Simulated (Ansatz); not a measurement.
## Which method gave which barrier?

Saddle point of GePH$_{6}$, doublet (GeH₃ + PH₃ → GeH₄ + PH₂; bonds formed: H1–Ge3; bonds broken: H1–P2), PBE0-D4/def2-TZVP structure:

```
8
angstrom
H -0.4250 0.4059 0.3159
P -1.0480 1.8825 0.1048
Ge 0.4664 -1.2335 0.2737
H -1.3477 1.5555 -1.2457
H 0.2426 2.3704 -0.2370
H -0.4430 -2.3125 0.8883
H 1.7630 -1.0923 1.0906
H 0.7916 -1.5760 -1.1905
```

Program: Ansatz 0.2.0. Basis: def2-TZVPP, with def2-QZVPP for the basis limit. Cores are frozen in the correlated methods; orbitals are unrestricted. Filled d shells of the heavier atoms are correlated. The def2 sets are not built for correlating such inner shells, so the correlated values are less sure here. Extrapolation: Hartree–Fock as exp(−7.88 √X), correlation as X^−2.97. Four methods, as single points on the PBE0-D4 structures, gave these electronic barriers from the start structure: 0.1, 11.8, 27.1, 66.5 kJ/mol.

(1) The methods were, in alphabetical order, BHLYP-D4, HF, PBE-D4, PBE0-D4. Which gave which? (A judgement: the text doesn't fix the answer.)

T1 diagnostic: at most 0.016. ⟨S²⟩ of the unrestricted Hartree–Fock references: 0.75 to 0.80 (a pure state has 0.75).

Answers

(1) The calculation gives: PBE-D4 0.1; PBE0-D4 11.8; BHLYP-D4 27.1; HF 66.5 kJ/mol. For comparison, CCSD(T) at an estimated basis limit (MP2 extrapolated from triple and quadruple zeta, plus CCSD(T) − MP2 in triple zeta) gives 26.7 kJ/mol.

Radical steps of this kind take place in plasma deposition and etching.

For scale, one of the runs: CCSD(T)/def2-TZVPP, 174 basis functions, launched by `ansatz run in.yaml --threads 4 --pin off --events-out ev --progress --plain --max-ram 9574MiB`. Time: 110 s of wall clock on 4 CPU threads of an Intel Xeon; the host was shared. Peak host memory: 3.7 GiB.
